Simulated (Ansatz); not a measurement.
`N[SiH2][Si](N)(O)O` + `[OH][SbH2]` → `N[SiH2][SbH][OH]` + `N[SiH](O)O`  (formal exchange of groups at the Si–Si bond)

Computed with Ansatz on PBE0-D4/def2-TZVP structures; ΔE is electronic, products minus reactants. CCSD(T)/CBS is the MP2 limit (def2-TZVPP, def2-QZVPP) plus CCSD(T) − MP2 in def2-TZVPP, frozen cores. This one scheme is used for every species. DFT in def2-TZVPP. B3LYP here is the variant with VWN-RPA as its local correlation; programs differ in this. Elements past krypton have def2 core potentials. For Sb outer-core shells are correlated without core-valence functions, which leaves a few kJ/mol of doubt a bond. Each species was taken in one conformer, which may not be the lowest.

```tsv
level	ΔE (kcal/mol)	difference from CCSD(T)/CBS
r2SCAN-D4	-8.9	1.5
B3LYP-D4	-8.8	1.6
r2SCAN	-9.1	1.3
PBE0	-8.9	1.5
HF/def2-TZVPP	-10.4	0.0
CCSD/def2-TZVPP	-8.9	1.5
CCSD(T)/def2-TZVPP	-8.8	1.6
MP2/def2-QZVPP	-11.8	-1.4
SCS-MP2/def2-QZVPP	-11.1	-0.7
MP2/CBS(def2)	-12.4	-2.0
CCSD(T)/CBS	-10.4	0
```

Largest T1 diagnostic among the species: 0.014.

The D4 term adds +0.7 kcal/mol with B3LYP and +0.5 kcal/mol with PBE0; it sums over pairs of atoms, weighted by their polarisabilities, and B3LYP, whose exchange is more repulsive, gets the larger term.
